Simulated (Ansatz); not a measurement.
Start from `N[SiH2][GeH2][SH]` and change one atom or group to get `N[SiH2][GeH2][NH2]`.

Ansatz, PBE0-D4/def2-TZVP geometries, multiplicity 1. Each molecule was computed in one conformer, which needn't be the lowest.

Scalar relativity is left out up to krypton.

| property | `N[SiH2][GeH2][SH]` |
| --- | --- |
| HOMO–LUMO gap (ωB97M-V/def2-TZVPP) / eV | 10.13 |
| HOMO energy (PBE/def2-TZVPP) / eV | -5.72 |
| HOMO energy (B3LYP/def2-TZVPP) / eV | -6.67 |
| size of the dipole moment (ωB97M-V/def2-TZVPP) / D | 2.97 |
| size of the dipole moment (PBE/def2-TZVPP) / D | 2.87 |
| HOMO–LUMO gap (PBE0/def2-TZVPP) / eV | 6.35 |

Q: What does the change do to each property? (Best estimate.)

A: Ansatz gave: 
| property | `N[SiH2][GeH2][NH2]` | shift |
| --- | --- | --- |
| HOMO–LUMO gap (ωB97M-V/def2-TZVPP) / eV | 10.37 | 0.24 |
| HOMO energy (PBE/def2-TZVPP) / eV | -5.44 | 0.28 |
| HOMO energy (B3LYP/def2-TZVPP) / eV | -6.49 | 0.18 |
| size of the dipole moment (ωB97M-V/def2-TZVPP) / D | 2.18 | -0.79 |
| size of the dipole moment (PBE/def2-TZVPP) / D | 2.05 | -0.82 |
| HOMO–LUMO gap (PBE0/def2-TZVPP) / eV | 6.64 | 0.29 |

With PBE0 the HOMO rises by 0.20 eV and the LUMO rises by 0.50 eV, so the gap widens by about 0.30 eV. PBE moves the HOMO by 0.28 eV and ωB97M-V by 0.16 eV. Dipoles are sizes alone; their direction can turn.

B3LYP here is the variant with VWN-RPA as its local correlation; programs differ in this.
